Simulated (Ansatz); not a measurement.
Cost and result for the atomization energy of CH7FSSi2 (`C[SiH](F)[SiH2]S`) (12 atoms, 11 bonds).

```xyz
12

C    -0.958    0.502   -1.598
Si   -0.349   -0.935   -0.591
F    -1.610   -1.710    0.037
Si    1.051   -0.240    1.161
S     0.025    1.371    2.137
H    -0.113    1.016   -2.063
H    -1.491    1.223   -0.975
H    -1.630    0.162   -2.390
H     0.378   -1.912   -1.449
H     1.345   -1.346    2.112
H     2.348    0.233    0.598
H     1.003    1.637    3.020
```

Charge 0, multiplicity 1. All single points use the PBE0-D4/def2-TZVP geometry. It is one conformer, not always the lowest. Program: Ansatz. All runs use 4 threads of an Intel Xeon Platinum 8259CL on a shared host. Times are those of one run each, without the atoms' runs, and a repeat can differ threefold. Electronic energies, without spin–orbit coupling; frozen cores. CCSD(T)/CBS adds CCSD(T) − MP2 in def2-TZVPP to the MP2 limit, and its time is that of the two runs behind it. T1 = 0.012. B3LYP takes the VWN-RPA correlation (the form of Gaussian; ORCA's B3LYP/G).

CCSD(T)/CBS is a level of theory with its own doubt, some kJ/mol a heavy atom from the limit and from the frozen cores, so smaller differences don't rank the functionals.

```tsv
level	functions	wall time	atomization (kcal/mol)	difference from CCSD(T)/CBS	per bond
PBE-D4/def2-TZVPP (with forces)	286	3.2 s	981.7	0.9	0.1
PBE0-D4/def2-TZVPP	286	4.3 s	972.9	-7.9	-0.7
r2SCAN-D4/def2-TZVPP (with forces)	286	5.5 s	980.8	0.0	0.0
B3LYP-D4/def2-TZVPP (with forces)	286	7 s	975.4	-5.4	-0.5
B2PLYP/def2-TZVPP	286	7 s	963.9	-16.9	-1.5
ωB97X-V/def2-TZVPP	286	9.5 s	985.4	4.6	0.4
ωB97M-V/def2-TZVPP (with forces)	286	14 s	981.1	0.3	0.0
MP2/def2-QZVPP	534	28 s	977.0	-3.8	-0.3
CCSD(T)/def2-TZVPP	286	2.5 min	953.8	-27.0	-2.5
CCSD(T)/CBS(def2)	–	2.9 min	980.8	0.0	0.0
```

In def2-TZVPP, CCSD(T) changes the Hartree–Fock value by +217.1 kcal/mol (the triples alone add +11.5 kcal/mol) and MP2 by +224.2 kcal/mol; breaking electron pairs costs correlation energy, which Hartree–Fock lacks. From PBE to PBE0 (25 % exact exchange), in def2-TZVPP and without D4, the atomization energy moves by −7.8 kcal/mol: exact exchange takes away binding that semilocal exchange gives to molecules. The D4 term adds +11.3 kcal/mol with B3LYP and +6.0 kcal/mol with PBE0; it sums over pairs of atoms, weighted by their polarisabilities, and B3LYP, whose exchange is more repulsive, gets the larger term.
